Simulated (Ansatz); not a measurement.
`[Cl][GaH][GeH3]` + HI → `[GeH3][I]` + `[Cl][GaH2]` at 700 K and 1 bar (cleavage of the Ge–Ga bond).

Program: Ansatz. Geometries: PBE0-D4/def2-TZVP. ΔE: electronic, gas phase. CBS: MP2 limit from def2 TZ/QZ plus the TZ coupled-cluster correction, frozen cores. def2 core potentials past Kr. For Ga, Ge, I outer-core shells are correlated without core-valence functions, which leaves a few kJ/mol of doubt a bond. Scalar relativity is left out up to krypton.

| species | CCSD(T)/CBS energy (Eh) | H − E (kJ/mol) | S (J/(mol·K)) |
| --- | --- | --- | --- |
| `[Cl][GaH][GeH3]` | -4462.28367 | 145.6 | 454.2 |
| HI | -298.03592 | 34.6 | 231.7 |
| `[GeH3][I]` | -2375.37957 | 103.8 | 343.3 |
| `[Cl][GaH2]` | -2384.95520 | 74.2 | 315.7 |

H − E and S are ideal-gas, rigid-rotor, harmonic terms from PBE0-D4/def2-TZVP. 1 Eh = 2625.50 kJ/mol, R = 8.31446 J/(mol·K).

**Question.** By hand: ΔE, ΔH, ΔS and ΔG.

**Answer.** ΔE = (-2375.37957) + (-2384.95520) − (-4462.28367) − (-298.03592) = -0.01518 Eh = -39.9 kJ/mol. Δ(H − E) = 103.8 + 74.2 − 145.6 − 34.6 = -2.2, so ΔH = -42.1 kJ/mol. ΔS = 343.3 + 315.7 − 454.2 − 231.7 = -26.9 J/(mol·K). ΔG = -42.1 − 700 × (-26.9)/1000 = -23.3 kJ/mol.

**Question.** By hand: the equilibrium constant, and the temperature at which ΔG would vanish if ΔH and ΔS stayed fixed.

**Answer.** log₁₀ K = −ΔG/(RT ln 10) = 1.7. ΔG = 0 at ΔH/ΔS = 1565 K.

TΔS isn't small against ΔH here. A doubt of 5 kJ/mol in ΔE shifts log₁₀ K by 0.4 here. Modes under 60 cm⁻¹, often nearly free rotors, make the harmonic entropy too high. These are equilibria of isolated gas molecules and say nothing of rates. Largest T1 diagnostic: 0.012 (customary marks: 0.02 for closed shells, 0.045 for open ones).
